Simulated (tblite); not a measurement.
C2H8BCl3Si2.
Atom-mapped SMILES: `[SiH3:1][C@@H:2]([CH2:3][Cl:4])[SiH2:5][B:6]([Cl:7])[Cl:8]` (hydrogens: H9, H10, H11 on Si1; H12 on C2; H13, H14 on C3; H15, H16 on Si5)

Computed with GFN2-xTB (tblite), gas phase: L-BFGS steps from a force-field or distance-geometry start until the largest atomic force falls under 0.01 eV/Å.

The end geometry, which sets the zero of energy:
```
atom  x, y, z in Å
Si1    -2.2862    0.4545   -0.1043
C2     -0.5349   -0.2229    0.2407
C3     -0.2257   -1.3415   -0.7230
Cl4     1.4121   -2.0344   -0.4343
Si5     0.8511    1.1086    0.1998
B6      2.5863    0.2585    0.6650
Cl7     3.9541    0.3171   -0.3876
Cl8     2.8535   -0.4029    2.2412
H9     -2.3173    1.0725   -1.4287
H10    -2.6260    1.4215    0.9340
H11    -3.2346   -0.6642   -0.0756
H12    -0.5460   -0.6414    1.2520
H13    -0.2214   -0.9929   -1.7552
H14    -0.9157   -2.1804   -0.6269
H15     0.4244    2.1557    1.1380
H16     0.8189    1.7012   -1.1464
```

Problem. These geometries come from the run, each turned onto the end geometry. Order them by energy, lowest first.
A.
```
atom  x, y, z in Å
Si1    -2.1653    0.4865   -0.2726
C2     -0.5329   -0.2718    0.2747
C3     -0.1910   -1.4287   -0.6226
Cl4     1.3648   -2.1781   -0.1994
Si5     0.7492    1.1082    0.3460
B6      2.5631    0.3925    0.5169
Cl7     3.7836    0.5126   -0.7984
Cl8     2.9339   -0.4742    2.0585
H9     -2.0555    1.0161   -1.6283
H10    -2.4758    1.5257    0.7082
H11    -3.2096   -0.5409   -0.2402
H12    -0.6730   -0.6566    1.2871
H13    -0.2323   -1.1841   -1.6899
H14    -0.9578   -2.1878   -0.4602
H15     0.4623    1.9268    1.5321
H16     0.6288    1.9629   -0.8233
```
B.
```
atom  x, y, z in Å
Si1    -2.2363    0.4930   -0.2516
C2     -0.5659   -0.2615    0.2740
C3     -0.2255   -1.4291   -0.6203
Cl4     1.3846   -2.1573   -0.2577
Si5     0.7849    1.1045    0.3385
B6      2.5897    0.2793    0.5291
Cl7     3.8036    0.4482   -0.6848
Cl8     3.1046   -0.4012    2.0308
H9     -2.0890    1.0150   -1.6073
H10    -2.5510    1.5593    0.6899
H11    -3.2573   -0.5515   -0.2488
H12    -0.6552   -0.6231    1.3036
H13    -0.1843   -1.1404   -1.6704
H14    -0.9452   -2.2396   -0.4979
H15     0.4161    1.9345    1.5024
H16     0.6189    1.9788   -0.8408
```
C.
```
atom  x, y, z in Å
Si1    -2.2682    0.4844   -0.2394
C2     -0.5790   -0.2379    0.2791
C3     -0.2199   -1.3812   -0.6380
Cl4     1.4019   -2.0723   -0.2647
Si5     0.8151    1.0838    0.3604
B6      2.6052    0.2479    0.5616
Cl7     3.7797    0.3518   -0.7060
Cl8     3.1751   -0.3377    2.0860
H9     -2.1610    1.0009   -1.6011
H10    -2.6389    1.5400    0.6942
H11    -3.2770   -0.5783   -0.2156
H12    -0.6947   -0.6415    1.2892
H13    -0.1748   -1.0697   -1.6808
H14    -0.9124   -2.2188   -0.5471
H15     0.4347    1.9558    1.4834
H16     0.7069    1.8819   -0.8725
```
D.
```
atom  x, y, z in Å
Si1    -2.2516    0.4859   -0.2438
C2     -0.5668   -0.2514    0.2779
C3     -0.2305   -1.4069   -0.6263
Cl4     1.3889   -2.0991   -0.2569
Si5     0.8155    1.0858    0.3459
B6      2.6165    0.2665    0.5479
Cl7     3.8084    0.4062   -0.6975
Cl8     3.1542   -0.3740    2.0637
H9     -2.1243    1.0126   -1.6026
H10    -2.6086    1.5547    0.6809
H11    -3.2858   -0.5538   -0.2373
H12    -0.6726   -0.6390    1.2937
H13    -0.1899   -1.1069   -1.6703
H14    -0.9261   -2.2379   -0.5205
H15     0.4142    1.9279    1.4728
H16     0.6512    1.9385   -0.8387
```
E.
```
atom  x, y, z in Å
Si1    -2.2865    0.4632   -0.1992
C2     -0.5640   -0.2218    0.2632
C3     -0.2002   -1.3483   -0.6721
Cl4     1.3689   -2.1066   -0.2181
Si5     0.8245    1.1075    0.3173
B6      2.5953    0.2399    0.5809
Cl7     3.7993    0.2467   -0.6623
Cl8     3.1022   -0.3171    2.1386
H9     -2.2514    1.0055   -1.5569
H10    -2.6542    1.4880    0.7716
H11    -3.2543   -0.6381   -0.1524
H12    -0.6474   -0.6385    1.2717
H13    -0.0776   -0.9994   -1.6970
H14    -0.9274   -2.1605   -0.6501
H15     0.4413    2.0277    1.3966
H16     0.7241    1.8607   -0.9432
```

Solution. E (0.004 eV), C (0.012 eV), D (0.023 eV), B (0.042 eV), A (0.335 eV).

In the order of the answer:

```
step  E above end (eV)  largest force (eV/Å)  rms force component (eV/Å)  rms distance from end (Å)  rms bond change (Å)  bond most changed (Å)
  75             0.004                  0.02                       0.005                      0.182                0.001          B6–Cl7 +0.004
  30             0.012                  0.06                       0.020                      0.231                0.002          B6–Cl7 +0.004
  18             0.023                  0.17                       0.046                      0.244                0.003         Si5–H15 -0.006
  12             0.042                  0.16                       0.058                      0.256                0.004         Si5–H15 +0.007
   1             0.335                  1.41                       0.414                      0.279                0.032          B6–Cl8 +0.077
```

The cost below is that of the whole relaxation. Hardware: one thread, Arm Neoverse V1 (aarch64), no GPU, shared host with 32 logical CPUs at a one-minute load of 9.3. Cost: 1.4 s.
